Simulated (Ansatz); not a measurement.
Basis-set series for C$_{10}$H$_{19}$NTi, SMILES `C[N](C)[Ti]1234([CH3])([CH3])[C@@H]5[C@H]1[C@H]2[C@@]3(C)[C@@H]54`. Total charge 0; spin multiplicity 1. The structure was optimised at the PBE0-D4/def2-TZVP level. It is one conformer, not always the lowest.

Z-matrix (Å, degrees):
```
Ti
C 1 2.100
N 1 1.895 2 104.8
C 1 2.400 2 81.2 3 -133.2
C 1 2.954 2 84.0 3 -11.6
C 1 2.102 2 102.3 3 106.4
C 1 2.425 2 98.4 3 -162.4
C 1 2.928 2 127.8 3 9.5
C 1 2.360 2 100.7 3 -104.4
C 1 2.350 2 135.0 3 -111.6
C 1 2.386 2 132.4 3 -160.1
H 2 1.094 1 114.8 3 73.0
H 2 1.094 1 112.3 3 -163.0
H 2 1.098 1 104.5 3 -45.7
H 4 1.080 1 119.9 2 3.0
H 5 1.101 1 119.7 2 -124.9
H 5 1.092 1 79.4 2 -20.1
H 5 1.100 1 127.9 2 83.9
H 6 1.097 1 104.8 2 -50.4
H 6 1.095 1 112.7 2 -167.4
H 6 1.093 1 114.2 2 68.8
H 7 1.080 1 119.3 2 -61.7
H 8 1.093 1 78.3 2 148.7
H 8 1.100 1 128.3 2 45.9
H 8 1.101 1 119.9 2 -107.2
C 9 1.491 1 119.6 2 66.5
H 10 1.081 1 117.4 2 133.8
H 11 1.079 1 118.9 2 -127.0
H 26 1.091 9 111.3 1 65.7
H 26 1.094 9 110.7 1 -174.6
H 26 1.092 9 111.6 1 -55.1
```

```
functional       basis  functions  energy (Eh)  HOMO (eV)  LUMO (eV)
   PBE0-D4  def2-TZVPP        671  -1296.19514      -6.15      -1.09
   PBE0-D4  def2-QZVPP       1290  -1296.23631      -6.17      -1.12
   ωB97M-V  def2-TZVPP        671  -1296.62956      -8.32       1.03
   ωB97M-V  def2-QZVPP       1290  -1296.66873      -8.34       0.66
```

Problem. Give the rows for def2-SVP. (Estimate.)

Solution. Computed: 
| functional | basis | functions | energy (Eh) | HOMO (eV) | LUMO (eV) |
| --- | --- | --- | --- | --- | --- |
| PBE0-D4 | def2-SVP | 280 | -1295.60476 | -6.09 | -1.05 |
| ωB97M-V | def2-SVP | 280 | -1296.01281 | -8.27 | 1.11 |

Positive LUMOs are unbound and depend on the basis. Scalar relativity is left out up to krypton.
